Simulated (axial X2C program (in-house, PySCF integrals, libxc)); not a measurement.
Which molecule has these constants?

Calculated with an axial X2C code built on PySCF integrals, spin-free (one-electron X2C) or two-component (2c: spin–orbit coupling with atomic mean-field Coulomb and Gaunt terms, which also bring small scalar terms), in Dyall basis sets with cores contracted in-house; open shells are unrestricted.

A two-component PBE0 calculation in a Dyall 3-zeta basis gave Re = 2.463 Å, ωe = 211.5 cm⁻¹, De = 1.69 eV, dipole magnitude 1.65 D, Ω = 3/2.

Problem. Which molecule is it?
A. PdP
B. PdAs
C. PdSb
D. PdN

Solution. C. The others have PdP 2.146 Å and 386.9 cm⁻¹ (Ω = 3/2); PdAs 2.271 Å and 264.0 cm⁻¹ (Ω = 3/2); PdN 1.796 Å and 636.5 cm⁻¹ (Ω = 3/2).

Each entry is the lowest single determinant of a limited PBE0 search at one distance. De goes to single-determinant-based atoms at the same level (for ions the charge split of lowest energy) and is withheld (n/a) where an atom does not fit its ground term or J level. Main or longest-lived isotopes. One determinant is a doubtful description, or other states lie close, for PdSb, PdP, PdAs, PdN; these need not be ground states, and all values refer to the states named. With several unpaired electrons the Ω given is that of one determinant, not necessarily of the lowest component.
